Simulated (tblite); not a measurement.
Compound: C₄H₇N₃OSi.
SMILES with atom numbers: `[O:1]=[CH:2][SiH2:3][CH2:4][c:5]1[n:6][cH:7][n:8][nH:9]1` (hydrogens: H10 on C2; H11, H12 on Si3; H13, H14 on C4; H15 on C7; H16 on N9)

Geometry (GFN2-xTB, Å), atoms numbered from 1 in this order:
```xyz
16
C4H7N3OSi angstrom
O     -1.7611    0.0944    1.7794
C     -2.3356    0.3087    0.7397
Si    -1.6371   -0.1573   -0.9967
C     -0.0263   -1.1388   -0.6994
C      1.0366   -0.2718   -0.1496
N      2.0867    0.1922   -0.7940
C      2.7249    0.9383    0.1314
N      2.1317    0.9668    1.2990
N      1.0530    0.1907    1.1187
H     -3.3296    0.8005    0.7726
H     -2.6476   -1.0019   -1.6364
H     -1.4214    1.0949   -1.7180
H     -0.2204   -1.9563   -0.0015
H      0.3381   -1.5672   -1.6315
H      3.6372    1.4596   -0.0708
H      0.3632    0.0561    1.8456
```

Computed with GFN2-xTB (tblite): harmonic, unscaled wavenumbers at the GFN2-xTB geometry, gas phase. This tight-binding method is rough: wavenumbers can miss measured ones by several per cent, in bad cases by 10 to 20. Modes of hydrogen on silicon can be 10 to 20 % off. One conformer, not necessarily the lowest.

Harmonic wavenumbers (cm⁻¹): 38.5, 75.5, 99.0, 116.3, 145.8, 292.4, 312.6, 378.2, 418.0, 521.1, 605.3, 620.0, 653.8, 678.3, 700.0, 732.3, 744.7, 772.9, 786.3, 795.9, 856.9, 957.4, 1028.1, 1070.1, 1100.2, 1145.5, 1208.7, 1228.2, 1305.8, 1358.3, 1376.0, 1426.1, 1463.3, 1544.4, 1738.4, 2265.9, 2293.6, 2720.2, 2963.7, 3017.7, 3195.1, 3395.8.

A = 2614, B = 997.8, C = 792.8 MHz; mass 141.036 u (most abundant isotopes); point group C1, symmetry number 1.

Question: What is the zero-point energy?

Answer: Half the sum of the wavenumbers: 24073 cm⁻¹ = 68.83 kcal/mol.

Question: What is S at 350 K and 1 bar for an ideal gas of classical rigid rotors and harmonic oscillators?

Answer: Translation 41.57, rotation 29.91, vibration 32.81: S = 104.3 cal/(mol K).

Question: And Cp and H(350 K) − H(0)?

Answer: Cp = 41.37 cal/(mol K), of which vibrations give 33.42 (their classical limit is 42 R = 83.5); H(350 K) − H(0) = 8.67 kcal/mol without the zero-point energy, 5.88 from vibrations.

Question: How do the functions run with temperature in this model?

Answer: 
| T (K) | S (cal/(mol K)) | Cp (cal/(mol K)) | H − H(0) (kcal/mol) | G − H(0) (kcal/mol) | ln q(vib) |
| --- | --- | --- | --- | --- | --- |
| 100 | 70.5 | 17.9 | 1.31 | -5.74 | 1.91 |
| 200 | 85.5 | 26.8 | 3.53 | -13.57 | 4.42 |
| 300 | 98.3 | 36.7 | 6.71 | -22.77 | 6.84 |
| 500 | 121.1 | 52.8 | 15.78 | -44.76 | 11.66 |
| 800 | 149.3 | 67.0 | 33.97 | -85.48 | 18.50 |
| 1000 | 164.9 | 72.8 | 47.98 | -116.95 | 22.68 |

q(vib) and H(0) count from the zero-point level.

Question: Which modes carry the vibrational entropy at 350 K?

Answer: 38.5 cm⁻¹: 5.65; 75.5 cm⁻¹: 4.32; 99.0 cm⁻¹: 3.79; 116.3 cm⁻¹: 3.47; 145.8 cm⁻¹: 3.03; 292.4 cm⁻¹: 1.74 cal/(mol K); the other 36 give 10.81 together.

Question: What must be added to the electronic energy to get the Gibbs energy at 350 K and 1 bar?

Answer: ZPE + [H(350 K) − H(0)] − T·S = 68.83 + 8.67 − 36.50 = 41.00 kcal/mol.

Question: Blend soft modes into free rotors: weight 1/[1 + (100 cm⁻¹/ν̃)⁴] for the oscillator and the rest for a rotor with moment μB/(μ + B), μ = h/(8π²ν), B = 10⁻⁴⁴ kg m². What vibrational entropy results?

Answer: 29.72 cal/(mol K) in place of 32.81, which changes −T·S at 350 K by +1.08 kcal/mol.

Hindered rotation and anharmonicity are outside this model. Other conformers, if any are populated, would add a mixing term that is left out. The structure is chiral; the term R ln 2 for an equal mix with its mirror image is left out.

Hardware: Arm Neoverse N1, one thread, no GPU, shared host with 64 logical CPUs at a one-minute load of 61. Cost: 1.0 s. The figure is for the frequency step alone.
